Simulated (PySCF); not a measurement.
1-methyl-2-(1-methylpyrrol-2-yl)pyrrole (C10H12N2), SMILES Cn1cccc1-c1cccn1C.

Geometry optimised at B3LYP-D3(BJ)/def2-SVP. The values are those of a single conformer.

Two levels are set side by side: TDA-PBE/def2-SVP (PySCF) and TDA-PBE0/def2-SVP (PySCF). Vertical, same geometry. The lowest singlet is HOMO→LUMO 89 % with PBE and HOMO→LUMO 95 % with the other functional; states are paired by order. Differences are taken from unrounded values.

```
quantity                               TDA-PBE0  TDA-PBE  TDA-PBE minus TDA-PBE0
-------------------------------------  --------  -------  ----------------------
lowest singlet excitation (eV)             5.17     4.79                   -0.38
lowest triplet excitation (TDA) (eV)       3.51     3.43                   -0.09
first bright state (f over 0.05) (eV)      5.17     4.79                   -0.38
its oscillator strength                    0.62     0.52                   -0.10
```

A lower first singlet is the usual sign of a functional without exact exchange. Differences between two approximate levels are no errors against the true value.

Rough cost on one machine, each run with all the roots and properties that it gave: TDA-PBE0 against TDA-PBE within a factor of 2.
